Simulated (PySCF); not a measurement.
CH3Si, SMILES [CH]=[SiH2], multiplicity 2. Geometry optimised at PBE0-D3(BJ)/def2-TZVP. The isomer is the one that the SMILES or the coordinates give; other isomers of the formula were not compared.

Method: PBE0-D3(BJ)/def2-TZVP in PySCF.

Harmonic wavenumbers (cm⁻¹): 206, 340, 599, 662, 940, 1076, 2255, 2267, 3358. Rotational constants (GHz): 161.2, 15.87, 14.45; symmetry number 2.

**Question.** Work out the zero-point energy and the ideal-gas rigid-rotor harmonic-oscillator thermochemistry at 298.15 K and 1 atm.

**Answer.** ZPE = ½ Σ hcν = ½ × 11703 cm⁻¹ = 16.73 kcal/mol. H − E(el) = 19.91 kcal/mol. Entropy in cal/(mol K): translation 37.21, rotation 18.33, vibration 4.28, spin 1.38, total 61.20. G − E(el) = 1.66 kcal/mol. Cp = 14.07 cal/(mol K).
